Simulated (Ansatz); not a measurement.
A further run on [TcS4]- (TcS4⁻).

```yaml
crystal:
  periodic: [false, false, false]
  atoms:
    - {symbol: Tc, position_ang: [-0.000002, 0.000000, -0.000017]}
    - {symbol: S, position_ang: [0.010282, -0.017045, 2.121982]}
    - {symbol: S, position_ang: [1.997277, 0.010294, -0.716986]}
    - {symbol: S, position_ang: [-1.007751, 1.736007, -0.688512]}
    - {symbol: S, position_ang: [-0.999816, -1.729266, -0.716468]}
basis:
  gaussian: {orbitals: def2-SVPD, fitting: {mean_field: def2-universal-jkfit}}
total_charge: -1
hamiltonian: {xc: {name: HF}}
scf: {lower_state_search: light}
```

```sh
$ ansatz run in.yaml --threads 2 --pin off --events-out ev --progress --plain --max-ram 4352MiB
```

Output, abridged:

```
Functional definition: HF
767 factors; integrals over basis functions are off by at most 6.7e-2 eV
mean field evaluation 1: about -45424.8812 eV, gradient 7.2e1 eV
mean field evaluation 2: about -45376.8762 eV, gradient 1.7e2 eV
mean field evaluation 4: about -45436.2416 eV, gradient 1.5e0 eV
mean field evaluation 8: about -45436.2619 eV, gradient 5.5e-4 eV
mean field evaluation 16: about -45432.2643 eV, gradient 5.1e0 eV
mean field evaluation 32: about -45432.2944 eV, gradient 6.7e0 eV
mean field evaluation 64: about -45428.7631 eV, gradient 4.2e0 eV
mean field evaluation 96: about -45428.4554 eV, gradient 1.2e1 eV
mean field -45436.26192752 eV, -1669.7518280318 hartree, gradient 1.5e-5 eV, S^2 0.000000; 1 other end points of the search recorded, 0 dependent functions left out
reference -45436.26192752 eV, -1669.7518280318 hartree; 40, 40 occupied and 102, 102 virtual orbitals, 767 factors
Total energy: -45436.26192752 eV, -1669.7518280318 hartree
```

Run time 23 s (2 threads of Arm Neoverse N1 on a shared host).

In the def2 sets Tc takes a core potential; there is no spin–orbit coupling. The restricted singlet is unstable towards broken spin symmetry in Hartree–Fock (as tested in another run); at RHF/def2-SVPD this wasn't settled.
